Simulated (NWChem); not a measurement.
System: ZnH$_{2}$O$_{2}$; SMILES [OH][Zn][OH]

```xyz
5

Zn     0.0000     0.0000     0.0907
O     -1.7551     0.1913     0.0130
H     -2.2475    -0.4334     0.5544
O      1.7551    -0.1913     0.0130
H      2.2475     0.4334     0.5544
```
Atoms are numbered in this order, from 1.

Results from NWChem. Pople sets run with spherical d functions. STO-3G and 3-21G are far too small for this property and stand as cheap habits. Geometry: optimised at PBE0/def2-SVP. GIAO values for the isolated, static molecule; σ is the absolute isotropic shielding, δ = σ(reference) − σ with the isolated reference molecule computed at the same levels (1H: tetramethylsilane, 17O: water).

| level | σ Zn1 (ppm) | δ O2 (ppm) | δ H3 (ppm) |
|---|---|---|---|
| B3LYP/6-31G* | 1688.9 | -7.0 | 0.31 |
| BHandHLYP/pcSseg-1 | 1658.2 | -44.3 | -0.05 |
| Hartree-Fock/STO-3G | -52450.3 | -119.0 | -39.35 |
| PBE/pcSseg-1 | … | … | … |
| PBE0/pcSseg-1 | 1602.3 | -30.9 | -0.04 |

Q: Fill in the missing entries.

A: 
- PBE/pcSseg-1, σ Zn1 (ppm): 1516.8
- PBE/pcSseg-1, δ O2 (ppm): -14.3
- PBE/pcSseg-1, δ H3 (ppm): 0.10
